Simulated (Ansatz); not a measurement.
`CNB(C)O` + `[NH2][In]([OH])[SH]` → `C[O][In]([NH2])[SH]` + `CB(N)O`  (substitution at a C–N bond)

Program: Ansatz. Geometries: PBE0-D4/def2-TZVP. ΔE: electronic, gas phase. CBS: MP2 limit from def2 TZ/QZ plus the TZ coupled-cluster correction, frozen cores. This one scheme is used for every species. DFT in def2-TZVPP. Elements past krypton have def2 core potentials. For In outer-core shells are correlated without core-valence functions, which leaves a few kJ/mol of doubt a bond. Each species was taken in one conformer, which may not be the lowest.

Question: Is it downhill or uphill in electronic energy at CCSD(T)/CBS, and by how much? (Estimate.)

Answer: The calculation gave: Uphill: ΔE = +0.21 eV.

Question: What do these levels give: PBE0, CCSD/def2-TZVPP, CCSD(T)/def2-TZVPP, SCS-MP2/def2-QZVPP, HF/CBS(def2), MP2/CBS(def2)? (An estimate is asked.)

Answer: The calculation gave: PBE0 0.21, CCSD/def2-TZVPP 0.20, CCSD(T)/def2-TZVPP 0.20, SCS-MP2/def2-QZVPP 0.21, HF/CBS(def2) 0.14, MP2/CBS(def2) 0.24 eV.

Largest T1 diagnostic among the species: 0.015.

In def2-TZVPP, CCSD(T) changes the Hartree–Fock value by +0.06 eV (the triples alone add +0.00 eV) and MP2 by +0.08 eV.
